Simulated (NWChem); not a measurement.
System: AgI; SMILES [Ag][I]

NWChem input:

```
start job
memory heap 200 mb stack 900 mb global 1100 mb
geometry units angstroms
  Ag     0.000000     0.000000    -1.359627
  I      0.000000     0.000000     1.205532
end
basis spherical
  * library 3-21g
end
dft
  xc b3lyp
  iterations 150
end
driver
  maxiter 120
end
task dft optimize
task dft freq
```

Output (shortened):

```
             Northwest Computational Chemistry Package (NWChem) 7.3.0
             --------------------------------------------------------

 ORDER OF PRIMARY AXIS IS BEING SET TO 4
 C4V symmetry detected

                             Geometry "geometry" -> ""
                             -------------------------

 Output coordinates in angstroms (scale by  1.889725989 to convert to a.u.)

  No.       Tag          Charge          X              Y              Z
 ---- ---------------- ---------- -------------- -------------- --------------
    1 Ag                  47.0000     0.00000000     0.00000000    -1.35953427
    2 I                   53.0000     0.00000000     0.00000000     1.20562473

 Effective nuclear repulsion energy (a.u.)     513.8786824748

      Symmetry information
      --------------------

 Group name             C4v
 Group number             18
 Group order               8
 No. of unique centers     2

                                Z-matrix (autoz)
                                --------

 Units are Angstrom for bonds and degrees for angles

      Type          Name      I     J     K     L     M      Value
      ----------- --------  ----- ----- ----- ----- ----- ----------
    1 Stretch                  1     2                       2.56516

                           NWChem Geometry Optimization
                           ----------------------------

 maximum gradient threshold         (gmax) =   0.000450
 rms gradient threshold             (grms) =   0.000300
 maximum cartesian step threshold   (xmax) =   0.001800
 rms cartesian step threshold       (xrms) =   0.001200
 fixed trust radius                (trust) =   0.300000
 source of zmatrix                         =   autoz

          -------------------
          Energy Minimization
          -------------------

 Using diagonal initial Hessian
 Scaling for Hessian diagonals: bonds = 1.00  angles = 0.25  torsions = 0.10

          --------
          Step   0

                                 NWChem DFT Module
                                 -----------------

 Summary of "ao basis" -> "ao basis" (spherical)
 ------------------------------------------------------------------------------
       Tag                 Description            Shells   Functions and Types
 ---------------- ------------------------------  ------  ---------------------
 Ag                          3-21g                  14       36   6s5p3d
 I                           3-21g                  13       31   6s5p2d

      Symmetry analysis of basis
      --------------------------

        a1         27
        a2          0
        b1          5
        b2          5
        e          30

            General Information
            -------------------
          SCF calculation type: DFT
          Wavefunction type:  closed shell.
          No. of atoms     :     2
          No. of electrons :   100
           Alpha electrons :    50
            Beta electrons :    50
          Charge           :     0
          Spin multiplicity:     1
          Use of symmetry is: on ; symmetry adaption is: on
          Maximum number of iterations: 150
          AO basis - number of functions:    67
                     number of shells:    27
          Convergence on energy requested:  1.00D-06
          Convergence on density requested:  1.00D-05
          Convergence on gradient requested:  5.00D-04

              XC Information
              --------------
                         B3LYP Method XC Potential
                     Hartree-Fock (Exact) Exchange  0.200
                        Slater Exchange Functional  0.800 local
                    Becke 1988 Exchange Functional  0.720 non-local
              Lee-Yang-Parr Correlation Functional  0.810
                  VWN I RPA Correlation Functional  0.190 local

             Grid Information
             ----------------
          Grid used for XC integration:  medium
          Radial quadrature: Mura-Knowles
          Angular quadrature: Lebedev.
          Tag              B.-S. Rad. Rad. Pts. Rad. Cut. Ang. Pts.
          ---              ---------- --------- --------- ---------
          Ag                  1.60      123           9.0       590
          I                   1.40      123          11.0       590
          Grid pruning is: on
          Number of quadrature shells:   246
          Spatial weights used:  Erf1

      Superposition of Atomic Density Guess
      -------------------------------------

 Sum of atomic energies:      -12060.63822616

      Non-variational initial energy
      ------------------------------

 Total energy =  -12060.605736
 1-e energy   =  -17651.998246
 2-e energy   =    5077.513828
 HOMO         =      -0.348201
 LUMO         =      -0.141903

      Symmetry analysis of molecular orbitals - initial
      -------------------------------------------------

 !! scf_movecs_sym_adapt:   10 vectors were symmetry contaminated

  Symmetry fudging

 !! scf_movecs_sym_adapt:   10 vectors were symmetry contaminated

  Numbering of irreducible representations:

     1 a1          2 a2          3 b1          4 b2          5 e

  Orbital symmetries:

[...]

      ----------------------
      Optimization converged
      ----------------------

  Step       Energy      Delta E   Gmax     Grms     Xrms     Xmax
  ---- ---------------- -------- -------- -------- -------- --------
@    3  -12066.03347420 -2.4D-08  0.00000  0.00000  0.00025  0.00044
                                     ok       ok       ok       ok

                                Z-matrix (autoz)
                                --------

 Units are Angstrom for bonds and degrees for angles

      Type          Name      I     J     K     L     M      Value     Gradient
      ----------- --------  ----- ----- ----- ----- ----- ---------- ----------
    1 Stretch                  1     2                       2.68688   -0.00000

                         Geometry "geometry" -> "geometry"
                         ---------------------------------

 Output coordinates in angstroms (scale by  1.889725989 to convert to a.u.)

  No.       Tag          Charge          X              Y              Z
 ---- ---------------- ---------- -------------- -------------- --------------
    1 Ag                  47.0000     0.00000000     0.00000000    -1.42039637
    2 I                   53.0000     0.00000000     0.00000000     1.26648683

 Effective nuclear repulsion energy (a.u.)     490.5983750379

      Symmetry information
      --------------------

 Group name             C4v
 Group number             18
 Group order               8
 No. of unique centers     2

                Final and change from initial internal coordinates
                --------------------------------------------------

                                Z-matrix (autoz)
                                --------

 Units are Angstrom for bonds and degrees for angles

      Type          Name      I     J     K     L     M      Value       Change
      ----------- --------  ----- ----- ----- ----- ----- ---------- ----------
    1 Stretch                  1     2                       2.68688    0.12172

 ==============================================================================
                                internuclear distances
 ------------------------------------------------------------------------------
       center one      |      center two      | atomic units |  angstroms
 ------------------------------------------------------------------------------
    2 I                |   1 Ag               |     5.07747  |     2.68688
 ------------------------------------------------------------------------------
                         number of included internuclear distances:          1
 ==============================================================================

[second-derivative integrals and response iterations left out]

  Vibrational analysis via the FX method

  See chapter 2 in "Molecular Vibrations" by Wilson, Decius and Cross

  Vib: Default input used

[...]

 Rotational Constants
 --------------------
 A=   0.000000 cm-1  (  0.000000 K)
 B=   0.040244 cm-1  (  0.057900 K)
 C=   0.040244 cm-1  (  0.057900 K)

 Temperature                      =   298.15K
 frequency scaling parameter      =   1.0000

 Linear Molecule

 Zero-Point correction to Energy  =    0.255 kcal/mol  (  0.000406 au)
 Thermal correction to Energy     =    2.109 kcal/mol  (  0.003361 au)
 Thermal correction to Enthalpy   =    2.701 kcal/mol  (  0.004304 au)

 Total Entropy                    =   63.539 cal/mol-K
   - Translational                =   42.231 cal/mol-K (mol. weight = 233.8055)
   - Rotational                   =   18.963 cal/mol-K (symmetry #  =        1)
   - Vibrational                  =    2.346 cal/mol-K

 Cv (constant volume heat capacity) =    6.834 cal/mol-K
   - Translational                  =    2.979 cal/mol-K
   - Rotational                     =    1.986 cal/mol-K
   - Vibrational                    =    1.868 cal/mol-K

[normal modes left out]

 ----------------------------------------------------------------------------
 Normal Eigenvalue ||           Projected Infra Red Intensities
  Mode   [cm**-1]  || [atomic units] [(debye/angs)**2] [(KM/mol)] [arbitrary]
 ------ ---------- || -------------- ----------------- ---------- -----------
    1       -0.000 ||    0.000370           0.009         0.361       1.433
    2        0.000 ||    0.002088           0.048         2.035       8.085
    3        0.000 ||    0.001759           0.041         1.715       6.811
    4        0.000 ||    0.002860           0.066         2.788      11.075
    5        0.000 ||    0.000617           0.014         0.601       2.388
    6      178.251 ||    0.007801           0.180         7.605      30.208
 ----------------------------------------------------------------------------
```

Level: B3LYP/3-21G, non-relativistic.
